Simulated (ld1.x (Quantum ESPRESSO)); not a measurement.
**Ag (Z = 47), TM: configuration errors across variants**

ld1.x (Quantum ESPRESSO) 7.5 input, shortened:

```
&input
   title='Ag', zed=47., rel=1, dft='PBESOL', iswitch=3,
   config='[Kr] 4d10 5s0 5p0'
 /
 &inputp
   pseudotype=2, tm=.true., lloc=2,
   nlcc=.true., new_core_ps=.true., rcore=1.55
 /
3
5S  1  0   0.00   0.00  2.40  2.40  0.0
5P  2  1   0.00   0.00  3.30  3.30  0.0
4D  3  2  10.00   0.00  1.90  1.90  0.0
 &test
   configts(1)='4d10 5s0 5p0'
 /
```

All-electron excitation energies from the reference (eV): (1) 4d10 5s1 5p0 -7.745; (2) 4d9 5s0 5p0 22.113; (3) 4d8 5s0 5p0 58.295; (4) 4d9 5s2 5p0 -3.695; (5) 4d7 5s0 5p0 109.989; (6) 4d9 5s1 5p1 0.862; (7) 4d9 5s1 5p0 5.419.

Tests that are not counted but printed errors over 1 eV. “wave 4d (bound): rc 1.90 bohr becomes 4d (bound): rc 2.24 bohr”: 4d9 5s1 5p1 (solver errors, printed error -2.5 eV).

3 further variants failed, have other tests or another functional or relativity, and are left out.

A true bound ghost makes a file unfit for plane-wave use even where its test errors are small: the radial tests pick states by their node count and pass the ghost by. Where a test does run into it, the solver fails or the error is huge.

Errors AE − PS in meV (a dash: test not solved or not reliable):

```csv
change,(1),(2),(3),(4),(5),(6),(7),bound ghosts
base,-8.6,-71,-377,-140,-1059,-128,-96,"s, p"
core correction Bessel-smoothed model core inside 1.44 bohr,-8.7,-71,-378,-141,-1063,-128,-97,"s, p"
wave 5p (bound): rc 3.30 bohr becomes 5p (bound): rc 2.36 bohr,-8.6,-71,-377,-140,-1059,-129,-96,"s, p"
"type ultrasoft; waves now 5s (bound): rcut 2.10, rcutus 2.40 bohr; 5s channel at -0.5 Ry: rcut 2.10, rcutus 2.40 bohr; 5p (bound): rcut 2.85, rcutus 3.30 bohr; 5p channel at 0.05 Ry: rcut 2.85, rcutus 3.30 bohr; 4d (bound): rcut 1.65, rcutus 1.90 bohr; 4d channel at -0.1 Ry: rcut 1.65, rcutus 1.90 bohr; local potential all-electron potential smoothed inside 3.15 bohr (lloc = -2); augmentation built from norm-conserving waves at rcut, not smoothed further",-13,-68,-350,-128,-964,-121,-88,none
wave 5s (bound): rc 2.40 bohr becomes 5s (bound): rc 3.18 bohr,-7.1,-71,-377,-34,-1059,-63,-23,"s, p"
wave 4d (bound): rc 1.90 bohr becomes 4d (bound): rc 2.24 bohr,-6.7,-84,-404,-118,-1024,–,-90,"s, p"
```

Give the same row for: all radii but the core radius scaled by about 1.35 (s 3.24, p 4.44, d 2.56 bohr).

-6.8, -93, -358, +62, -697, +27, +24; bound ghosts: s.
